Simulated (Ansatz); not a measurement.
Gas-phase reaction R1 + R2 → P1 + P2, each structure at its B3LYP-D3(BJ)/def2-TZVP stationary point, reached from a drawn start (curvature not checked).
P1: F atom, charge 0, multiplicity 2.
P2: H2O (SMILES O), charge 0, multiplicity 1.
R1: OH (SMILES [OH]), charge 0, multiplicity 2.
R2, HF (SMILES F) (charge 0, multiplicity 1):
```xyz
2

H      0.00000     0.00000    -0.46224
F      0.00000     0.00000     0.46224
```

P less R. No zero-point or thermal terms; singlets are restricted closed shells; open shells are unrestricted; no spin–orbit coupling.

Cores are frozen in the correlated methods. CBS(a, b) extrapolates the correlation energy as X⁻³ and adds the Hartree–Fock energy of set b.

Run with Ansatz (a first-principles code) with Gaussian orbitals. No computed number here is a measurement.

Task: Predict the reaction energy from CCSD(T)/cc-pVTZ.

Result: 62 kJ/mol

Task: Estimate the reaction energy that CCSD(T)/CBS(cc-pVTZ, cc-pVQZ) returns for this input.

Result: 67 kJ/mol

Task: Give the reaction energy at the level MP2/cc-pVQZ.

Result: 68 kJ/mol
